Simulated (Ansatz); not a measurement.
`NB(F)[TeH]` + HBr → `NB(F)Br` + H₂Te at 600 K and 1 bar (ligand exchange at a B–Te bond).

Calculated with Ansatz (gas phase, PBE0-D4/def2-TZVP geometries, no zero-point term in ΔE). CCSD(T)/CBS adds triple-zeta CCSD(T) − MP2 to the extrapolated MP2 energy (def2 sets, frozen cores). Elements past krypton have def2 core potentials. For Br, Te outer-core shells are correlated without core-valence functions, which leaves a few kJ/mol of doubt a bond. Scalar relativity is left out up to krypton. One conformer a species, not always the lowest.

| species | CCSD(T)/CBS energy (Eh) | H − E (kJ/mol) | S (J/(mol·K)) |
| --- | --- | --- | --- |
| `NB(F)[TeH]` | -448.93912 | 154.6 | 391.4 |
| HBr | -2573.91920 | 33.5 | 219.1 |
| `NB(F)Br` | -2753.96125 | 131.5 | 358.1 |
| H₂Te | -268.91024 | 52.9 | 255.0 |

H − E and S are ideal-gas, rigid-rotor, harmonic terms from PBE0-D4/def2-TZVP, for one conformer and one mirror image of each species. 1 Eh = 2625.50 kJ/mol, R = 8.31446 J/(mol·K).

Problem. By hand: ΔE, ΔH, ΔS and ΔG.

Solution. ΔE = (-2753.96125) + (-268.91024) − (-448.93912) − (-2573.91920) = -0.01317 Eh = -34.6 kJ/mol. Δ(H − E) = 131.5 + 52.9 − 154.6 − 33.5 = -3.7, so ΔH = -38.3 kJ/mol. ΔS = 358.1 + 255.0 − 391.4 − 219.1 = 2.6 J/(mol·K). ΔG = -38.3 − 600 × (2.6)/1000 = -39.9 kJ/mol.

Problem. By hand: the equilibrium constant, and the temperature at which ΔG would vanish if ΔH and ΔS stayed fixed.

Solution. log₁₀ K = −ΔG/(RT ln 10) = 3.5. ΔH and −TΔS have one sign here, so there is no such temperature.

The number of gas molecules stays the same, so ΔS is small and ΔH decides. A doubt of 5 kJ/mol in ΔE shifts log₁₀ K by 0.4 here. Other conformers and mirror images would add mixing entropy, several J/(mol·K) or more a flexible species. These are equilibria of isolated gas molecules and say nothing of rates. Largest T1 diagnostic: 0.012 (customary marks: 0.02 for closed shells, 0.045 for open ones).

ΔS is within the doubt of such terms, so its sign, and with it that verdict, could turn.
